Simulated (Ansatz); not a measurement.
`C[SiH2][O][GeH3]` and `CCO[SiH2]C` differ in one atom or group.

Ansatz, PBE0-D4/def2-TZVP geometries, multiplicity 1. Each molecule was computed in one conformer, which needn't be the lowest.

Scalar relativity is left out up to krypton.

```csv
property,`C[SiH2][O][GeH3]`
LUMO energy (PBE/def2-TZVPP) / eV,-0.83
HOMO–LUMO gap (B3LYP/def2-TZVPP) / eV,7.86
HOMO energy (B3LYP/def2-TZVPP) / eV,-8.05
LUMO energy (PBE0/def2-TZVPP) / eV,0.05
HOMO energy (PBE/def2-TZVPP) / eV,-6.81
LUMO energy (B3LYP/def2-TZVPP) / eV,-0.19
```

Problem. What does the change do to each property? (Estimate.)

Solution. Computed: 
| property | `CCO[SiH2]C` | shift |
| --- | --- | --- |
| LUMO energy (PBE/def2-TZVPP) / eV | -0.04 | 0.79 |
| HOMO–LUMO gap (B3LYP/def2-TZVPP) / eV | 8.23 | 0.37 |
| HOMO energy (B3LYP/def2-TZVPP) / eV | -7.68 | 0.37 |
| LUMO energy (PBE0/def2-TZVPP) / eV | 0.80 | 0.75 |
| HOMO energy (PBE/def2-TZVPP) / eV | -6.40 | 0.41 |
| LUMO energy (B3LYP/def2-TZVPP) / eV | 0.55 | 0.74 |

With PBE0 the HOMO rises by 0.37 eV and the LUMO rises by 0.75 eV, so the gap widens by about 0.38 eV. PBE moves the HOMO by 0.41 eV and ωB97M-V by 0.32 eV.

B3LYP here is the variant with VWN-RPA as its local correlation; programs differ in this.
